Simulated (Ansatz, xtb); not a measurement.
**C4H5FSSi: which of two isomers lies lower**

Structure a: `F[Si@@H]1C=CC=C1S`, a singlet. Structure b: `F[Si]1(S)C=CC=C1`, a singlet. Both are isolated molecules in the gas phase, relaxed with PBE-D3(BJ)/def2-SVP; the shapes shown needn't be the lowest conformers.

a (Å):

| atom | x (Å) | y (Å) | z (Å) |
| --- | --- | --- | --- |
| C | -1.9847 | 0.3231 | 0.9952 |
| C | -0.8646 | 0.3076 | 0.2160 |
| C | 0.3670 | -0.3156 | 0.7514 |
| C | 0.2861 | -0.8276 | 2.0183 |
| F | -2.3075 | -1.7917 | 3.0555 |
| S | 1.5015 | -1.6273 | 2.9698 |
| Si | -1.4812 | -0.4411 | 2.6180 |
| H | -1.5025 | 0.4638 | 3.8143 |
| H | -2.9312 | 0.7765 | 0.6721 |
| H | -0.8345 | 0.7431 | -0.7986 |
| H | 1.2820 | -0.3505 | 0.1354 |
| H | 2.5247 | -1.5711 | 2.0633 |

b (Å):

```xyz
12

C    -0.0579    0.8185    1.8296
C     1.0084   -0.0006    1.6241
C     0.7398   -1.4639    1.5194
C    -0.5524   -1.8748    1.6307
F    -2.3895   -0.2150    3.2698
S    -2.9000   -0.0628    0.2044
Si   -1.5525   -0.3104    1.8579
H    -3.1118    1.2604    0.4579
H     0.0304    1.9109    1.9076
H     2.0454    0.3643    1.5250
H     1.5836   -2.1545    1.3477
H    -0.8573   -2.9274    1.5561
```

Quicker runs give these differences E(b) − E(a): GFN2-xTB −0.336 eV; HF/STO-3G −0.624 eV (at GFN2-xTB geometries); r2SCAN-D4/def2-SVP −0.946 eV (at GFN2-xTB geometries).

Estimate E(b) − E(a) at the level CCSD(T)/def2-SVP + ΔMP2/def2-TZVPP.

Calculated at CCSD(T)/def2-SVP + ΔMP2/def2-TZVPP: E(b) − E(a) = −1.038 eV, so structure b lies lower.

How the difference moves with the method:

```
                             level             geometry  E(b) − E(a) (eV)  departure from the last row (eV)  job, with rough time for the two
                          GFN2-xTB             GFN2-xTB              −0.336                            +0.703              optimisation, 0.21 s
                         HF/STO-3G             GFN2-xTB              −0.624                            +0.414              single point, 0.44 s
                r2SCAN-D4/def2-SVP             GFN2-xTB              −0.946                            +0.092               single point, 3.1 s
               PBE-D3(BJ)/def2-SVP  PBE-D3(BJ)/def2-SVP              −0.920                            +0.118                optimisation, 30 s
                       HF/def2-SVP  PBE-D3(BJ)/def2-SVP              −1.095                            −0.057           part of the CCSD(T) run
                      MP2/def2-SVP  PBE-D3(BJ)/def2-SVP              −0.980                            +0.058           part of the CCSD(T) run
                  CCSD(T)/def2-SVP  PBE-D3(BJ)/def2-SVP              −0.979                            +0.059                      single point
CCSD(T)/def2-SVP + ΔMP2/def2-TZVPP  PBE-D3(BJ)/def2-SVP              −1.038                                                  single point, 44 s
```

As drawn, b has 1 S–Si, 1 C–H in place of 1 C–S, 1 Si–H.

The levels shown agree on the order. The largest departure from CCSD(T)/def2-SVP + ΔMP2/def2-TZVPP is that of GFN2-xTB, 0.703 eV. The last row adds to CCSD(T) the change of the MP2 difference between the two basis sets, here −0.059 eV.

With thermal terms from frequencies at re-optimised GFN2-xTB minima (ideal gas, soft modes damped towards free rotors, one conformer each, 298.15 K, 1 atm): the zero-point term adds +0.061 eV; ΔH is −0.965 and ΔG −1.007 eV.

The correlated steps freeze 15 core orbitals. Mirror images aren't counted in ΔG. Programs: Ansatz 0.2.0, xtb 6.7.1; the last row on 2 threads of Intel(R) Xeon(R) 6975P-C (Granite Rapids) on a shared host.
